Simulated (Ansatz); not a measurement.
System: sum formula Si₂H₃Cl₂, charge 0, multiplicity 2. It need not be the lowest isomer of its formula. SMILES: Cl[SiH][SiH2]Cl
Geometry from a B3LYP-D3(BJ)/def2-TZVP (Ansatz, a first-principles code) optimisation:
```
Si
H 1 1.4772
H 1 1.4806 2 109.62
Cl 1 2.0732 2 108.73 3 118.03
Si 1 2.3441 2 110.24 3 -125.15
H 5 1.4870 1 113.32 2 -175.15
Cl 5 2.0786 6 107.52 1 119.80
```
Charge 0, spin multiplicity 2.

Wanted: atomisation energy (electronic, to ground-state atoms), in kcal/mol. Valence correlation only, unless marked. UHF or UKS for open shells. Spin-orbit coupling is left out. Non-relativistic. The coupled-cluster limit lacks core correlation, which all-electron functionals hold. CBS marks a two-point X^-3 extrapolation of the correlation energy; Hartree-Fock from the larger set.

| level | program | atomisation energy (kcal/mol) |
|---|---|---|
| HF/6-31G* | Ansatz | 344.5 |
| BLYP-D3(BJ)/def2-TZVPD | Ansatz + dftd3 | 463.6 |
| BLYP/def2-TZVPD | Ansatz | 451.9 |
| revPBE-D3(BJ)/def2-TZVPD | Ansatz + dftd3 | 464.4 |
| r2SCAN/def2-TZVPD | Ansatz | 476.3 |
| PBE0/6-31G* | Ansatz | 456.1 |
| PBE0-D4/def2-TZVP | Ansatz + dftd4 | 470.9 |

Q: Predict the CCSD(T)/CBS(aug-cc-pV(T+d)Z,aug-cc-pV(Q+d)Z) result (Ansatz).

A: 474.1 kcal/mol
